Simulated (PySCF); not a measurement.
A calculated (M06-L, PySCF 2.14, x2c-TZVPall, the spin-free X2C one-electron Hamiltonian (Gaussian nucleus)) atom or ion has these occupied shells.

```tsv
shell	electrons	orbital energy (eV)	rms radius, mean of both spins (bohr)
1s α	1	-1805.7	0.129
1s β	1	-1805.5	0.129
2s α	1	-153.67	0.616
2s β	1	-153.57	0.616
2p α	3	-107.06	0.603
2p β	3	-106.90	0.603
3s α	1	-19.528	2.21
3s β	1	-18.393	2.21
3p α	1	-12.178	2.59
```

Problem. Name the element and its charge.

Solution. Si⁺ (silicon, charge +1), in [Ne] 3s2 3p1, 2P determinant.
